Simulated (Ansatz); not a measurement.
Cost and result for the atomization energy of GaH6NO2Si (`[NH2][GaH][O][SiH2]O`) (11 atoms, 10 bonds).

Cartesian coordinates in Å:
```
N -1.0567 -0.1864 1.6902
Ga -0.5116 -1.5349 0.6244
O 0.4322 -0.9854 -0.8001
Si 1.0649 0.4376 -1.2410
O 0.2425 1.7246 -0.6028
H -0.7790 0.7638 1.5032
H -1.5396 -0.2972 2.5640
H -0.7944 -3.0449 0.7814
H 1.0346 0.5260 -2.7251
H 2.4436 0.5813 -0.7159
H -0.5366 2.0155 -1.0784
```

Charge 0, multiplicity 1. Correlated methods include outer-core shells of Ga, which these sets cover unevenly. Scalar relativity is left out up to krypton. The geometry is a stationary point of PBE0-D4/def2-TZVP. It is one conformer, not always the lowest. Program: Ansatz. All runs use 4 threads of an Arm Neoverse V2 on a shared host. Times are those of one run each, without the atoms' runs, and a repeat can differ threefold. Electronic energies, without spin–orbit coupling; frozen cores. CCSD(T)/CBS adds CCSD(T) − MP2 in def2-TZVPP to the MP2 limit, and its time is that of the two runs behind it. T1 = 0.014. With those shells the extrapolation isn't a true limit. B3LYP takes the VWN-RPA correlation (the form of Gaussian; ORCA's B3LYP/G).

CCSD(T)/CBS is a level of theory with its own doubt, some kJ/mol a heavy atom from the limit and from the frozen cores, so smaller differences don't rank the functionals.

| level | functions | wall time |
| --- | --- | --- |
| PBE-D4/def2-TZVPP (with forces) | 267 | 2.8 s |
| PBE0-D4/def2-TZVPP | 267 | 3.8 s |
| r2SCAN-D4/def2-TZVPP (with forces) | 267 | 6 s |
| B3LYP-D4/def2-TZVPP (with forces) | 267 | 6 s |
| B2PLYP/def2-TZVPP | 267 | 7 s |
| ωB97X-V/def2-TZVPP | 267 | 9.5 s |
| ωB97M-V/def2-TZVPP (with forces) | 267 | 13 s |
| MP2/def2-QZVPP | 510 | 30 s |
| CCSD(T)/def2-TZVPP | 267 | 5.2 min |
| CCSD(T)/CBS(def2) | – | 5.7 min |

Question: What atomization energy does each give, and how far from CCSD(T)/CBS? (Estimate.)

Answer: Ansatz gave: 
```
                             level  atomization (kJ/mol)  difference from CCSD(T)/CBS  per bond
   PBE-D4/def2-TZVPP (with forces)                3812.3                        -14.8      -1.5
                PBE0-D4/def2-TZVPP                3736.4                        -90.7      -9.1
r2SCAN-D4/def2-TZVPP (with forces)                3791.7                        -35.4      -3.5
 B3LYP-D4/def2-TZVPP (with forces)                3776.6                        -50.5      -5.1
                 B2PLYP/def2-TZVPP                3753.6                        -73.5      -7.4
                ωB97X-V/def2-TZVPP                3817.5                         -9.6      -1.0
  ωB97M-V/def2-TZVPP (with forces)                3801.6                        -25.5      -2.6
                    MP2/def2-QZVPP                3858.8                         31.7       3.2
                CCSD(T)/def2-TZVPP                3713.3                       -113.8     -11.4
                 CCSD(T)/CBS(def2)                3827.1                          0.0       0.0
```

The D4 term adds +40.3 kJ/mol with B3LYP and +21.3 kJ/mol with PBE0; it sums over pairs of atoms, weighted by their polarisabilities, and B3LYP, whose exchange is more repulsive, gets the larger term. In def2-TZVPP, CCSD(T) changes the Hartree–Fock value by +1061.7 kJ/mol (the triples alone add +57.5 kJ/mol) and MP2 by +1138.0 kJ/mol; breaking electron pairs costs correlation energy, which Hartree–Fock lacks. From PBE to PBE0 (25 % exact exchange), in def2-TZVPP and without D4, the atomization energy moves by −72.3 kJ/mol: exact exchange takes away binding that semilocal exchange gives to molecules.
